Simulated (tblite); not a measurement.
A geometry optimisation, step by step.

C7H10F2.
Atom-mapped SMILES: `[F:1][CH2:2][C@@H:3]1[CH2:4][C@H:5]2[CH2:6][C@:7]1([F:8])[CH2:9]2` (hydrogens: H10, H11 on C2; H12 on C3; H13, H14 on C4; H15 on C5; H16, H17 on C6; H18, H19 on C9)

Computed with GFN2-xTB (tblite), gas phase: L-BFGS steps from a force-field or distance-geometry start until the largest atomic force falls under 0.01 eV/Å. 4 of its 47 geometries are shown.

Step 0: E = -803.3532 eV, largest atomic force 2.416 eV/Å
```
atom  x, y, z in Å  |  force x, y, z in eV/Å
F1      2.991   -0.782    0.348   -0.802  -0.334  -0.303
C2      1.695   -1.289    0.110    1.458  -1.236   1.478
C3      0.808   -0.238   -0.392    0.608   1.427  -1.095
C4      0.640    0.954    0.561    0.666  -0.417   1.350
C5     -0.826    1.157    0.402   -1.722   0.719  -0.118
C6     -1.168    0.780   -1.047    0.697   0.226  -0.280
C7     -0.635   -0.579   -0.570   -1.343   1.031  -0.202
F8     -1.016   -1.657   -1.252    0.093  -1.342  -0.674
C9     -1.365   -0.225    0.707   -0.545  -0.517   1.107
H10     1.809   -2.160   -0.543    0.056   0.172  -0.186
H11     1.365   -1.674    1.113    0.115   0.293  -0.602
H12     1.161    0.242   -1.343    0.259  -0.984   0.386
H13     1.273    1.797    0.305    0.023   0.015   0.152
H14     0.831    0.594    1.621    0.130   0.743  -0.990
H15    -1.329    2.011    0.842    0.254   0.212   0.148
H16    -0.542    1.244   -1.791   -0.406   0.389  -0.624
H17    -2.235    0.724   -1.237    0.212   0.428  -0.372
H18    -2.462   -0.224    0.526    0.761  -0.555   0.716
H19    -1.004   -0.668    1.632   -0.514  -0.269   0.108
```

Step 15: E = -803.9769 eV, largest atomic force 0.193 eV/Å
```
atom  x, y, z in Å  |  force x, y, z in eV/Å
F1      2.966   -0.867    0.364   -0.103  -0.071  -0.007
C2      1.685   -1.349    0.186    0.033  -0.032   0.032
C3      0.816   -0.232   -0.374    0.129   0.072   0.042
C4      0.616    1.003    0.538    0.073  -0.006   0.047
C5     -0.902    1.167    0.420    0.008  -0.093  -0.010
C6     -1.173    0.847   -1.062    0.001   0.004   0.012
C7     -0.666   -0.537   -0.616   -0.045   0.102   0.013
F8     -0.925   -1.674   -1.329   -0.054   0.076  -0.022
C9     -1.359   -0.273    0.726   -0.036   0.038   0.049
H10     1.755   -2.170   -0.536   -0.012  -0.015   0.037
H11     1.372   -1.745    1.159   -0.125   0.144  -0.032
H12     1.280    0.048   -1.324    0.032   0.086  -0.037
H13     1.173    1.878    0.212    0.019  -0.026  -0.062
H14     0.895    0.776    1.568    0.082   0.069  -0.025
H15    -1.339    2.042    0.898   -0.016  -0.173  -0.012
H16    -0.584    1.375   -1.810   -0.068  -0.013  -0.004
H17    -2.232    0.875   -1.307    0.079  -0.071  -0.053
H18    -2.436   -0.408    0.663    0.067  -0.039   0.059
H19    -0.952   -0.746    1.616   -0.064  -0.052  -0.028
```

Step 31: E = -804.0349 eV, largest atomic force 0.050 eV/Å
```
atom  x, y, z in Å  |  force x, y, z in eV/Å
F1      2.925   -0.991    0.441   -0.011   0.001  -0.008
C2      1.614   -1.349    0.232    0.011   0.010   0.002
C3      0.850   -0.197   -0.404    0.008  -0.011   0.006
C4      0.637    1.049    0.491    0.023  -0.013   0.011
C5     -0.892    1.130    0.454   -0.018   0.004  -0.017
C6     -1.183    0.869   -1.036    0.003  -0.034  -0.023
C7     -0.630   -0.511   -0.657    0.002  -0.006  -0.007
F8     -0.879   -1.616   -1.421   -0.020   0.010  -0.015
C9     -1.297   -0.331    0.711   -0.009  -0.009  -0.017
H10     1.623   -2.215   -0.440   -0.002   0.003   0.050
H11     1.210   -1.633    1.209    0.009   0.006  -0.038
H12     1.352    0.059   -1.341    0.008  -0.012   0.016
H13     1.105    1.940    0.077    0.030   0.008  -0.003
H14     1.018    0.895    1.499    0.014  -0.006   0.032
H15    -1.358    1.949    0.990   -0.019   0.025   0.004
H16    -0.622    1.441   -1.770   -0.038   0.017  -0.003
H17    -2.240    0.853   -1.287    0.000   0.005   0.027
H18    -2.370   -0.494    0.671   -0.002  -0.006   0.003
H19    -0.871   -0.840    1.571    0.010   0.006  -0.021
```

Step 46: E = -804.0367 eV, largest atomic force 0.009 eV/Å
```
atom  x, y, z in Å  |  force x, y, z in eV/Å
F1      2.924   -0.991    0.441    0.001   0.003  -0.007
C2      1.612   -1.348    0.238    0.004  -0.001   0.003
C3      0.851   -0.198   -0.406    0.002  -0.007  -0.001
C4      0.641    1.047    0.491    0.003  -0.008  -0.003
C5     -0.890    1.131    0.451   -0.003  -0.003   0.000
C6     -1.188    0.871   -1.037    0.001   0.000  -0.003
C7     -0.629   -0.508   -0.665    0.000   0.003  -0.001
F8     -0.883   -1.607   -1.436    0.000   0.004   0.003
C9     -1.294   -0.332    0.705   -0.003  -0.005  -0.003
H10     1.618   -2.224   -0.419   -0.005   0.003   0.006
H11     1.211   -1.620    1.219    0.000   0.004  -0.001
H12     1.361    0.055   -1.339   -0.002  -0.001  -0.002
H13     1.116    1.936    0.080   -0.002   0.000   0.005
H14     1.018    0.889    1.500    0.001   0.004  -0.001
H15    -1.357    1.949    0.988   -0.001   0.001   0.004
H16    -0.645    1.452   -1.777    0.005   0.001   0.001
H17    -2.248    0.849   -1.271    0.001   0.000  -0.001
H18    -2.366   -0.498    0.669   -0.003   0.001   0.000
H19    -0.862   -0.844    1.560    0.001   0.001  -0.001
```

Question: Summarise the path.

Answer: The energy falls by 15.76 kcal/mol from step 0 to step 46; nine tenths of that is first reached at step 14. It falls at every step. The largest force goes from 2.416 to 0.009 eV/Å. Among the bonds C2–C3 changes most, from 1.463 to 1.522 Å; the atoms move by 0.213 Å rms after alignment.

Question: Follow the three bonds and two angles with the largest change from start to end.

Answer: 
```csv
step,E above end (kcal/mol),largest force (eV/Å),C2–C3 (Å),C4–H14 (Å),C4–C5 (Å),C4–C3–H12 (°),H16–C6–H17 (°)
0,15.76,2.416,1.463,1.135,1.489,103.2,118.2
2,7.93,0.784,1.518,1.087,1.534,106.7,116.5
4,4.23,0.556,1.521,1.086,1.537,109.0,112.5
6,3.12,0.270,1.514,1.093,1.532,110.0,110.0
8,2.63,0.207,1.513,1.093,1.535,110.8,109.2
10,2.31,0.192,1.518,1.091,1.538,111.5,109.5
12,1.84,0.256,1.526,1.091,1.536,112.0,110.6
14,1.49,0.180,1.525,1.091,1.532,111.6,111.1
16,1.25,0.202,1.520,1.089,1.531,111.0,110.8
18,0.88,0.218,1.518,1.087,1.531,110.6,110.2
20,0.60,0.136,1.522,1.088,1.532,110.4,110.2
22,0.47,0.105,1.523,1.091,1.533,110.4,110.5
24,0.33,0.133,1.522,1.093,1.536,110.4,110.8
26,0.19,0.120,1.520,1.090,1.538,110.9,110.8
28,0.11,0.109,1.521,1.087,1.534,111.4,110.7
30,0.06,0.071,1.522,1.087,1.532,111.7,110.7
32,0.04,0.041,1.521,1.089,1.533,111.7,110.7
34,0.02,0.039,1.520,1.090,1.534,111.8,110.6
36,0.01,0.040,1.520,1.090,1.534,111.9,110.5
38,0.01,0.026,1.521,1.089,1.533,111.9,110.6
40,0.00,0.017,1.522,1.089,1.533,111.8,110.7
42,0.00,0.012,1.521,1.089,1.534,111.7,110.7
44,0.00,0.015,1.521,1.089,1.534,111.8,110.6
46,0.00,0.009,1.522,1.089,1.533,111.8,110.6
```

What follows is the cost of the whole relaxation. Time: 0.48 s of wall time. Hardware: one thread of an Arm Neoverse N1, shared host with 64 logical CPUs at a one-minute load of 54.
